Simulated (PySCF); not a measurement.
BiF2, SMILES [F][Bi][F], multiplicity 2.

Geometry: B3LYP-D3(BJ)/def2-TZVP. The spin state was assumed, not searched. The isomer is the one that the SMILES or the coordinates give; other isomers of the formula were not compared. The def2 effective core potentials stand for the cores of Bi; spin–orbit coupling is left out.

All values below come from B3LYP-D3(BJ)/def2-TZVP run with PySCF 2.14.0.

Frequencies are harmonic and unscaled.

| mode | ν (cm⁻¹) | IR (km/mol) | moving atoms (share of kinetic energy) |
|---|---|---|---|
| 1 | 166 | 7.0 | F 93 % |
| 2 | 547 | 102.8 | F 91 %, Bi 9 % |
| 3 | 566 | 68.7 | F 92 %, Bi 8 % |
